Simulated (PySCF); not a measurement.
Isomers of C7H13NSi, mass 139.082 u with the commonest isotopes. Method: PBE0/pcSseg-1 in PySCF (dipole) on a GFN2-xTB geometry, gas phase. One conformer each, none proved a minimum here; rigid rotors.

Question: Order these by dipole moment, smallest first.
A. `[CH3:1][CH2:2][CH2:3][Si@H:4]1[CH2:5][C@@H:6]([C:7]#[N:8])[CH2:9]1` with C1–C2–C3–Si4 -178°, C2–C3–Si4–C5 -168°, C3–Si4–C5–C6 126°, Si4–C5–C6–C7 -133°, C5–C6–C9–Si4 12°, C3–Si4–C9–C6 -125°
B. `[H]/[N:1]=[CH:2]\[CH:3]=[C:4]1\[CH2:5][CH2:6][CH2:7][SiH2:8][CH2:9]1` with N1–C2–C3–C4 178°, C3–C4–C5–C6 99°, C4–C5–C6–C7 67°, C5–C6–C7–Si8 -55°, C6–C7–Si8–C9 44°
C. `[CH:1]#[C:2][C@:3]([CH3:4])([NH:5][SiH3:6])[C:7](=[CH2:8])[CH3:9]` with C2–C3–N5–Si6 -73°, C2–C3–C7–C8 6°
D. `[CH2:1]=[CH:2]/[C:3]([CH3:4])=[N:5]/[C@H:6]([SiH3:7])[CH:8]=[CH2:9]` with C1–C2–C3–C4 5°, C3–N5–C6–Si7 -95°, N5–C6–C8–C9 -151°
E. `[H]/[N:9]=[CH:8]\[C:5]([SiH2:4][C:3]#[C:2][CH3:1])([CH3:6])[CH3:7]` with C3–Si4–C5–C6 62°, Si4–C5–C8–N9 -99°
F. `[CH:1]#[C:2][C@:3]([CH3:4])([CH2:5][CH:6]=[CH2:7])[NH:8][SiH3:9]` with C2–C3–C5–C6 -62°, C3–C5–C6–C7 -106°, C2–C3–N8–Si9 -162°

Answer: F (0.73 D), C (0.91 D), D (1.72 D), B (3.92 D), E (4.09 D), A (4.62 D).

Question: Order these by radius of gyration √(Σ m r²/M), smallest first.
A. `[CH3:1][CH2:2][CH2:3][Si@H:4]1[CH2:5][C@@H:6]([C:7]#[N:8])[CH2:9]1` with C1–C2–C3–Si4 -178°, C2–C3–Si4–C5 -168°, C3–Si4–C5–C6 126°, Si4–C5–C6–C7 -133°, C5–C6–C9–Si4 12°, C3–Si4–C9–C6 -125°
B. `[H]/[N:5]=[C:4](/[CH2:3][CH2:2][CH3:1])[CH2:6][C:7]#[C:8][SiH3:9]` with C1–C2–C3–C4 65°, C2–C3–C4–N5 -116°, C3–C4–C6–C7 -97°
C. `[CH:1]#[C:2][C@:3]([CH3:4])([CH2:5][CH:6]=[CH2:7])[NH:8][SiH3:9]` with C2–C3–C5–C6 -62°, C3–C5–C6–C7 -106°, C2–C3–N8–Si9 -162°
D. `[CH:1]#[C:2][C@:3]([CH3:4])([NH:5][SiH3:6])[C:7](=[CH2:8])[CH3:9]` with C2–C3–N5–Si6 -73°, C2–C3–C7–C8 6°
E. `[H]/[N:1]=[CH:2]\[CH:3]=[C:4]1\[CH2:5][CH2:6][CH2:7][SiH2:8][CH2:9]1` with N1–C2–C3–C4 178°, C3–C4–C5–C6 99°, C4–C5–C6–C7 67°, C5–C6–C7–Si8 -55°, C6–C7–Si8–C9 44°
F. `[CH2:1]=[C:2]([CH3:3])[Si:4]1([NH2:5])[CH2:6][CH:7]=[CH:8][CH2:9]1` with C1–C2–Si4–N5 10°, C2–Si4–N5–H -174° and 49°
G. `[CH2:1]=[CH:2]/[C:3]([CH3:4])=[N:5]/[C@H:6]([SiH3:7])[CH:8]=[CH2:9]` with C1–C2–C3–C4 5°, C3–N5–C6–Si7 -95°, N5–C6–C8–C9 -151°

Answer: D (2.104 Å), F (2.139 Å), C (2.218 Å), E (2.339 Å), G (2.484 Å), B (2.527 Å), A (2.655 Å).

Question: Order these by rotational constant B, smallest first.
A. `[H]/[N:9]=[CH:8]\[C:5]([SiH2:4][C:3]#[C:2][CH3:1])([CH3:6])[CH3:7]` with C3–Si4–C5–C6 62°, Si4–C5–C8–N9 -99°
B. `[CH:1]#[C:2][C@:3]([CH3:4])([CH2:5][CH:6]=[CH2:7])[NH:8][SiH3:9]` with C2–C3–C5–C6 -62°, C3–C5–C6–C7 -106°, C2–C3–N8–Si9 -162°
C. `[CH2:1]=[CH:2]/[C:3]([CH3:4])=[N:5]/[C@H:6]([SiH3:7])[CH:8]=[CH2:9]` with C1–C2–C3–C4 5°, C3–N5–C6–Si7 -95°, N5–C6–C8–C9 -151°
D. `[H]/[N:1]=[CH:2]\[CH:3]=[C:4]1\[CH2:5][CH2:6][CH2:7][SiH2:8][CH2:9]1` with N1–C2–C3–C4 178°, C3–C4–C5–C6 99°, C4–C5–C6–C7 67°, C5–C6–C7–Si8 -55°, C6–C7–Si8–C9 44°
E. `[CH:1]#[C:2][C@:3]([CH3:4])([NH:5][SiH3:6])[C:7](=[CH2:8])[CH3:9]` with C2–C3–N5–Si6 -73°, C2–C3–C7–C8 6°
F. `[CH2:1]=[C:2]([CH3:3])[Si:4]1([NH2:5])[CH2:6][CH:7]=[CH:8][CH2:9]1` with C1–C2–Si4–N5 10°, C2–Si4–N5–H -174° and 49°
G. `[CH3:1][CH2:2][CH2:3][Si@H:4]1[CH2:5][C@@H:6]([C:7]#[N:8])[CH2:9]1` with C1–C2–C3–Si4 -178°, C2–C3–Si4–C5 -168°, C3–Si4–C5–C6 126°, Si4–C5–C6–C7 -133°, C5–C6–C9–Si4 12°, C3–Si4–C9–C6 -125°

Answer: G (578.1 MHz), A (651.0 MHz), C (712.0 MHz), D (841.5 MHz), F (1074 MHz), B (1202 MHz), E (1317 MHz).

```
                     SMILES  point group  Ia (u·Å²)  Ib (u·Å²)  Ic (u·Å²)      κ  μa (D)  μb (D)  μc (D)
   CCC[Si@H]1C[C@@H](C#N)C1           C1     163.59     874.27     923.54  -0.98    3.80    2.57    0.54
  C#C[C@](C)(N[SiH3])C(=C)C           C1     358.15     383.59     489.75   0.51    0.62    0.02    0.67
C=C/C(C)=N/[C@H]([SiH3])C=C           C1     218.97     709.80     787.44  -0.92    0.64    0.65    1.46
   [H]/N=C\C=C1\CCC[SiH2]C1           C1     211.04     600.57     709.89  -0.85    3.53    1.59    0.59
    [H]/N=C(\CC#C[SiH3])CCC           C1     258.32     696.25     821.93  -0.83    0.43    0.45    1.67
    C#C[C@](C)(CC=C)N[SiH3]           C1     346.13     420.40     602.27   0.17    0.58    0.34    0.30
  [H]/N=C\C(C)(C)[SiH2]C#CC           C1     176.43     776.36     817.16  -0.97    3.76    1.58    0.19
       C=C(C)[Si]1(N)CC=CC1           C1     244.79     470.67     556.99  -0.71    0.10    0.44    0.87
```
